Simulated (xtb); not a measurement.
C$_{4}$H$_{10}$In, charge +1, singlet, geometry from GFN2-xTB (such geometries of metal compounds can be far from the true shape); GFN2-xTB run with xtb 6.7.1.

The xtb input:
```
$ xtb mol.xyz --gfn 2 --chrg 1 --hess --json

# file mol.xyz
15

In    -0.00325323    -0.00118182    -0.00075075
C     -0.26388659    -0.73201592     2.27317528
C      0.22828659    -2.14031481     2.44634191
H     -1.33630667    -0.61904132     2.43933074
H      0.31543215     0.00627723     2.82972437
H      1.29309220    -2.23290490     2.22233056
H     -0.33590699    -2.84966766     1.83718266
H      0.09057852    -2.42950229     3.49201022
C      0.25506796     0.72881234    -2.27521036
C     -0.20245158     2.14970000    -2.44037993
H     -0.34820496     0.00710143    -2.82806737
H      1.32262360     0.58878643    -2.45170842
H      0.38555276     2.84271358    -1.83494779
H     -1.26235605     2.26905968    -2.20601560
H     -0.06719440     2.43799713    -3.48661384
```

Output, abridged:

```
   ID    Z sym.   atoms
    1   49 In     1
    2    6 C      2, 3, 9, 10
    3    1 H      4-8, 11-15

           -------------------------------------------------
          |                Calculation Setup                |
           -------------------------------------------------

           -------------------------------------------------
          |                 G F N 2 - x T B                 |
           -------------------------------------------------

          ...................................................
          :                      SETUP                      :
          :.................................................:
          :  # basis functions                  36          :
          :  # atomic orbitals                  35          :
          :  # shells                           21          :
          :  # electrons                        28          :
          :  max. iterations                   250          :
          :  Hamiltonian                  GFN2-xTB          :
          :  restarted?                      false          :
          :  GBSA solvation                  false          :
          :  PC potential                    false          :
          :  electronic temp.          300.0000000     K    :
          :  accuracy                    1.0000000          :
          :  -> integral cutoff          0.2500000E+02      :
          :  -> integral neglect         0.1000000E-07      :
          :  -> SCF convergence          0.1000000E-05 Eh   :
          :  -> wf. convergence          0.1000000E-03 e    :
          :  Broyden damping             0.4000000          :
          :  net charge                          1          :
          :  unpaired electrons                  0          :
          ...................................................

 iter      E             dE          RMSdq      gap      omega  full diag
   1    -14.5883278 -0.145883E+02  0.219E+01    1.66       0.0  T
   2    -14.6296093 -0.412815E-01  0.878E+00    1.58       1.0  T
   3    -14.6303594 -0.750136E-03  0.539E+00    1.67       1.0  T
   4    -14.6316873 -0.132790E-02  0.118E+00    1.68       1.0  T
   5    -14.6317047 -0.173589E-04  0.490E-01    1.69       1.0  T
   6    -14.6317281 -0.234842E-04  0.431E-02    1.69       1.0  T
   7    -14.6317296 -0.140393E-05  0.350E-02    1.68       1.0  T
   8    -14.6317295  0.419515E-08  0.480E-03    1.68       5.4  T
   9    -14.6317292  0.385577E-06  0.520E-03    1.68       5.0  T
  10    -14.6317296 -0.409905E-06  0.124E-03    1.68      20.8  T
  11    -14.6317296 -0.515167E-09  0.883E-04    1.68      29.2  T
  12    -14.6317296 -0.382538E-10  0.456E-05    1.68     566.4  T

   *** convergence criteria satisfied after 12 iterations ***

         :::::::::::::::::::::::::::::::::::::::::::::::::::::
         ::                     SUMMARY                     ::
         :::::::::::::::::::::::::::::::::::::::::::::::::::::
         :: total energy             -14.431051810165 Eh    ::
         :: gradient norm              0.000034319057 Eh/a0 ::
         :: HOMO-LUMO gap              1.684803030048 eV    ::
         ::.................................................::
         :: SCC energy               -14.631730679754 Eh    ::
         :: -> isotropic ES            0.079432380685 Eh    ::
         :: -> anisotropic ES         -0.016936500994 Eh    ::
         :: -> anisotropic XC          0.009091268852 Eh    ::
         :: -> dispersion             -0.006213721119 Eh    ::
         :: repulsion energy           0.200678869589 Eh    ::
         :: add. restraining           0.000000000000 Eh    ::
         :: total charge               1.000000000000 e     ::
         :::::::::::::::::::::::::::::::::::::::::::::::::::::

           -------------------------------------------------
          |                Numerical Hessian                |
           -------------------------------------------------
step length          :   0.00500
SCC accuracy         :   0.30000
Hessian scale factor :   1.00000
frozen atoms in %    :   0.00000    0
RMS gradient         :   0.00003
estimated CPU  time      0.01 min

writing file <hessian>.

 projected vibrational frequencies (cm⁻¹)
eigval :       -0.00    -0.00     0.00     0.00     0.00     0.00
eigval :      -13.57    47.28    69.84   141.55   188.80   228.49
eigval :      231.71   285.96   349.29   593.76   609.18   874.01
eigval :      874.57   918.05   923.85  1026.86  1059.83  1075.90
eigval :     1096.07  1177.95  1178.27  1357.13  1360.13  1393.70
eigval :     1394.46  1442.35  1442.90  1444.55  1445.67  2932.57
eigval :     2937.64  2952.63  2954.20  2964.20  2965.57  2983.10
eigval :     2983.91  2985.44  2986.97
           -------------------------------------------------
          |                Property Printout                |
           -------------------------------------------------

    * Orbital Energies and Occupations

         #    Occupation            Energy/Eh            Energy/eV
      -------------------------------------------------------------
         1        2.0000           -0.7672449             -20.8778
         2        2.0000           -0.7626192             -20.7519
         3        2.0000           -0.7196493             -19.5827
         4        2.0000           -0.7112763             -19.3548
         5        2.0000           -0.6891437             -18.7526
         6        2.0000           -0.6553156             -17.8320
         7        2.0000           -0.6531158             -17.7722
         8        2.0000           -0.6331535             -17.2290
         9        2.0000           -0.6269570             -17.0604
        10        2.0000           -0.6193469             -16.8533
        11        2.0000           -0.6114584             -16.6386
        12        2.0000           -0.5887341             -16.0203
        13        2.0000           -0.5872044             -15.9786
[...]
eigval :     1096.07  1177.95  1178.27  1357.13  1360.13  1393.70
eigval :     1394.46  1442.35  1442.90  1444.55  1445.67  2932.57
eigval :     2937.64  2952.63  2954.20  2964.20  2965.57  2983.10
eigval :     2983.91  2985.44  2986.97
 reduced masses (amu)
   1: 25.71   2: 74.68   3: 66.71   4: 37.39   5: 27.95   6: 32.05   7: 15.76   8: 37.51
   9: 32.14  10:  9.49  11: 35.02  12:  1.78  13:  4.08  14:  9.47  15: 26.08  16:  2.27
  17:  3.21  18:  1.29  19:  1.34  20:  1.93  21:  1.96  22:  7.29  23:  9.99  24:  7.05
  25:  4.01  26:  4.18  27:  4.18  28:  2.28  29:  2.27  30:  2.81  31:  2.77  32:  1.50
  33:  1.50  34:  1.84  35:  1.84  36:  1.47  37:  1.47  38:  2.08  39:  2.08  40:  1.91
  41:  1.90  42:  1.30  43:  1.29  44:  1.99  45:  1.99
 IR intensities (km·mol⁻¹)
   1:  1.69   2:  5.27   3:  4.56   4:  2.66   5:  1.60   6:  2.13   7:  0.03   8:  0.57
   9:  1.09  10:  0.00  11:  2.37  12:  0.00  13:  3.11  14:  0.00  15:  5.30  16:  0.01
  17: 24.10  18:  0.00  19:  8.87  20:  1.19  21:  0.00  22:808.74  23:  0.00  24: 22.87
  25:  0.00  26:  2.09  27:  0.00  28: 32.00  29:  0.01  30: 44.91  31:  0.00  32: 42.35
  33:  0.01  34: 27.92  35:  0.00  36:  0.00  37: 10.75  38:  3.52  39:  0.00  40:  1.43
  41:  0.00  42:  0.00  43: 17.75  44: 21.20  45:  0.00
 Raman intensities (Ä⁴*amu⁻¹)
   1:  0.00   2:  0.00   3:  0.00   4:  0.00   5:  0.00   6:  0.00   7:  0.00   8:  0.00
   9:  0.00  10:  0.00  11:  0.00  12:  0.00  13:  0.00  14:  0.00  15:  0.00  16:  0.00
  17:  0.00  18:  0.00  19:  0.00  20:  0.00  21:  0.00  22:  0.00  23:  0.00  24:  0.00
  25:  0.00  26:  0.00  27:  0.00  28:  0.00  29:  0.00  30:  0.00  31:  0.00  32:  0.00
  33:  0.00  34:  0.00  35:  0.00  36:  0.00  37:  0.00  38:  0.00  39:  0.00  40:  0.00
  41:  0.00  42:  0.00  43:  0.00  44:  0.00  45:  0.00
 output can be read by thermo (or use thermo option).
 writing <g98.out> molden fake output.
 recommended (thermochemical) frequency scaling factor: 1.0
           -------------------------------------------------
          |             Thermodynamic Functions             |
           -------------------------------------------------

c2h symmetry found (for desy threshold:  0.10E+00) used in thermo
 inverting freq            1   13.567422716528114

          ...................................................
          :                      SETUP                      :
          :.................................................:
          :  # frequencies                          39      :
          :  # imaginary freq.                       0      :
          :  linear?                             false      :
          :  only rotor calc.                    false      :
          :  symmetry                              c2h      :
          :  rotational number                       2      :
          :  scaling factor                  1.0000000      :
          :  rotor cutoff                   50.0000000 cm⁻¹ :
          :  imag. cutoff                  -20.0000000 cm⁻¹ :
          :.................................................:

    mode    ω/cm⁻¹     T·S(HO)/kcal·mol⁻¹    T·S(FR)/kcal·mol⁻¹   T·S(vib)
   ------------------------------------------------------------------------
       1     13.57    -2.20778 (  0.54%)    -1.44187 ( 99.46%)    -1.44600
       2     47.28    -1.46930 ( 44.43%)    -1.07281 ( 55.57%)    -1.24897
       3     69.84    -1.23964 ( 79.20%)    -0.95733 ( 20.80%)    -1.18091
       4    141.55    -0.82970 ( 98.47%)    -0.74817 (  1.53%)    -0.82845
       5    188.80    -0.66772 ( 99.51%)    -0.66286 (  0.49%)    -0.66769
       6    228.49    -0.56373 ( 99.77%)    -0.60635 (  0.23%)    -0.56383
       7    231.71    -0.55625 ( 99.78%)    -0.60221 (  0.22%)    -0.55635
       8    285.96    -0.44656 ( 99.91%)    -0.53991 (  0.09%)    -0.44665
   ------------------------------------------------------------------------

   temp. (K)  partition function   enthalpy   heat capacity  entropy
                                   cal/mol     cal/K/mol   cal/K/mol   J/K/mol
 298.15  VIB  0.409E+04             3992.063     21.396     26.424
         ROT  0.112E+06              888.752      2.981     26.089
         INT  0.459E+09             4880.815     24.377     52.513
         TR   0.220E+28             1481.254      4.968     41.332
         TOT                        6362.0692    29.3448    93.8453   392.6488

       T/K    H(0)-H(T)+PV         H(T)/Eh          T*S/Eh         G(T)/Eh
   ------------------------------------------------------------------------
    298.15    0.101386E-01    0.132913E+00    0.445889E-01    0.883245E-01
   ------------------------------------------------------------------------

         :::::::::::::::::::::::::::::::::::::::::::::::::::::
         ::                  THERMODYNAMIC                  ::
         :::::::::::::::::::::::::::::::::::::::::::::::::::::
         :: total free energy         -14.342727328522 Eh   ::
         ::.................................................::
         :: total energy              -14.431051810165 Eh   ::
         :: zero point energy           0.122774816794 Eh   ::
         :: G(RRHO) w/o ZPVE           -0.034450335151 Eh   ::
         :: G(RRHO) contrib.            0.088324481643 Eh   ::
         :::::::::::::::::::::::::::::::::::::::::::::::::::::
imag cut-off (cm-1) :    5.00
 found            1  significant imaginary frequency
 writing imag mode distorted coords to xtbhess.xyz
 for further optimization.

           -------------------------------------------------
          | TOTAL ENERGY              -14.431051810165 Eh   |
          | TOTAL ENTHALPY            -14.298138390703 Eh   |
          | TOTAL FREE ENERGY         -14.342727328522 Eh   |
          | GRADIENT NORM               0.000034350675 Eh/α |
          | HOMO-LUMO GAP               1.684802894632 eV   |
           -------------------------------------------------

normal termination of xtb
```
